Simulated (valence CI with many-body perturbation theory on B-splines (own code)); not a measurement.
## La⁴³⁺: magnetic and hyperfine properties of the levels

Computed by relativistic CI+MBPT: four valence electrons over a frozen Dirac-Fock core [Ne], radial functions for each j: 11 s, 11 p, 10 d, 8 f, 5 g, 2 h, with the one-electron correlation potential Σ1 (screened to all orders), the two-electron term Σ2, the three-electron term Σ3, Breit, model QED; selected single and double excitations, second order for the rest, scaled by the run's own slope (own B-spline code, finite nucleus).

The last digits are not significant, and no measured levels were compared; by estimate large intervals hold to a few tenths of a per cent, small ones and those within an open d or f shell to about a per cent. Among the levels kept, up to 550 cm⁻¹ of a level comes from second order outside the variational space, and about a tenth of that is noise between levels of different J, which matters for small intervals.

A/g_I is the dipole constant over the nuclear g factor μ/I (μ in nuclear magnetons, uniformly magnetised nucleus), B/Q the quadrupole constant per barn. Both hold the static response of the core; the bare values leave it out. Large factors of s and p1/2 electrons are usually good to 5 to 10 %; those of open d and f shells near neutrality can be off by tens of per cent, and small factors of p3/2, d and f electrons come from cancelling terms and can be off by a factor of two or in sign, in half-filled shells by more. B is blank for J = 1/2, where it vanishes, and for nearly pure S terms. Energies count from the lowest level. Levels with J = 0 are left out.

Levels are named by their leading jj configuration (3d3/2^4 stands for four electrons in 3d with j = 3/2), which in mixed levels can hold well under half, so a name can repeat and another be missing. Letters in brackets count levels of one name in rising energy.

```csv
Level,E (Ry),g,A/g_I (MHz),A/g_I bare,B/Q (MHz/b),B/Q bare
(3s^2 3p1/2 3p3/2) J=1,7.105,1.494,-36100,-33100,82300,80900
(3s^2 3p1/2 3p3/2) J=2,7.610,1.184,207000,204000,137000,135000
(3s^2 3p3/2^2) J=2,15.080,1.302,89300,88900,27200,26700
(3s 3p1/2^2 3p3/2) J=2,15.271,1.595,490000,480000,137000,134000
(3s 3p1/2^2 3p3/2) J=1,16.825,0.988,-294000,-284000,106000,105000
(3s^2 3p1/2 3d3/2) J=2,18.701,0.765,174000,172000,28300,29300
(3s^2 3p1/2 3d3/2) J=1,20.836,0.890,-126000,-120000,19000,19400
(3s^2 3p1/2 3d5/2) J=2,20.866,1.412,97500,97300,9910,10700
(3s^2 3p1/2 3d5/2) J=3,21.190,1.154,154000,152000,-2380,-700
(3s 3p1/2 3p3/2^2) J=2 [a],22.738,1.357,176000,173000,78900,78000
(3s 3p1/2 3p3/2^2) J=3,23.250,1.275,385000,377000,37800,37500
(3s 3p1/2 3p3/2^2) J=1 [a],24.423,1.258,450000,440000,-129000,-126000
(3s 3p1/2 3p3/2^2) J=2 [b],24.640,1.105,72900,73300,-16400,-16000
(3s 3p1/2 3p3/2^2) J=1 [b],25.182,1.377,184000,182000,67900,66800
(3s 3p1/2^2 3d3/2) J=1,27.043,0.380,-371000,-360000,12000,12500
(3s 3p1/2^2 3d3/2) J=2,27.370,1.173,419000,410000,25100,25900
(3s^2 3p3/2 3d3/2) J=3,27.848,1.132,79900,80200,141000,140000
(3s^2 3p3/2 3d3/2) J=2,27.852,1.058,30200,31600,-20600,-20200
(3s^2 3p3/2 3d3/2) J=1,27.901,1.141,95200,95100,-74100,-73400
(3s^2 3p3/2 3d5/2) J=4,28.231,1.243,43900,44700,202000,200000
(3s^2 3p3/2 3d5/2) J=2,28.360,1.293,97200,96800,-113000,-111000
(3s 3p1/2^2 3d5/2) J=3,29.401,1.371,295000,290000,25200,26600
(3s 3p1/2^2 3d5/2) J=2,30.072,1.051,-194000,-187000,-10300,-8570
(3s^2 3p3/2 3d5/2) J=3,30.166,1.161,53400,53700,32700,33600
(3s^2 3p3/2 3d5/2) J=1,30.517,1.114,-30400,-27600,20700,20900
(3s 3p3/2^3) J=2,32.088,1.360,450000,440000,-153000,-151000
(3s 3p1/2 3p3/2 3d3/2) J=2 [a],32.732,1.146,95400,95400,29700,29500
(3s 3p1/2 3p3/2 3d3/2) J=1 [a],33.341,1.199,224000,221000,-78300,-77600
(3s 3p1/2 3p3/2 3d3/2) J=3 [a],33.579,1.170,279000,274000,11700,12000
(3s 3p3/2^3) J=1,33.596,1.184,-311000,-299000,-46100,-45200
(3s 3p1/2 3p3/2 3d3/2) J=2 [b],33.622,1.185,171000,169000,-37500,-37000
(3s 3p1/2 3p3/2 3d3/2) J=4,34.331,1.218,320000,314000,83100,82700
(3s 3p1/2 3p3/2 3d5/2) J=4 [a],34.914,1.395,196000,193000,200000,198000
(3s 3p1/2 3p3/2 3d3/2) J=2 [c],35.124,0.896,138000,136000,-49100,-47900
```

**Question.** Take the isotope of mass number 138, with I = 5, μ = 3.7084 μN and Q = 0.39 b. What is the hyperfine structure of (3s^2 3p1/2 3p3/2) J=2?

**Answer.** From the table A = 154000 MHz, B = 53500 MHz. Shifts from the centre of gravity in MHz: F = 3: -1820000, F = 4: -1230000, F = 5: -478000, F = 6: 447000, F = 7: 1550000.
